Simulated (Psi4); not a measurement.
# Nuclear repulsion and electron count by hand

System: ClGa, charge -1, doublet, at a GFN2-xTB geometry (such geometries of metal compounds can be far from the true shape) (a state made from the parent by changing its charge; the spin is typed, not shown lowest) (a gas-phase anion, which may not be bound at this level). Level: PBE0/aug-cc-pVDZ (Psi4 1.11). Sums are taken with unrounded values, so a last digit can differ.

Coordinates (Å):

```
atom        x        y         z
----  -------  -------  --------
Ga1   0.00000  0.00000  -0.85497
Cl2   0.00000  0.00000   1.55906
```

Question: Work out the nuclear repulsion energy and the numbers of alpha and beta electrons.

Answer: In atomic units each pair adds Z_i Z_j / r_ij, with r in bohr (1 bohr = 0.529177 Å).
| pair | r (Å) | r (bohr) | Z_i Z_j | term (Eh) |
|---|---|---|---|---|
| Ga1-Cl2 | 2.4140 | 4.5618 | 527 | 115.5233 |
The sum is 115.5233 Eh; Psi4 gives 115.5233 Eh. The atomic numbers add up to 48, so at charge -1 there are 49 electrons; multiplicity 2 means 1 unpaired, so 25 alpha and 24 beta.
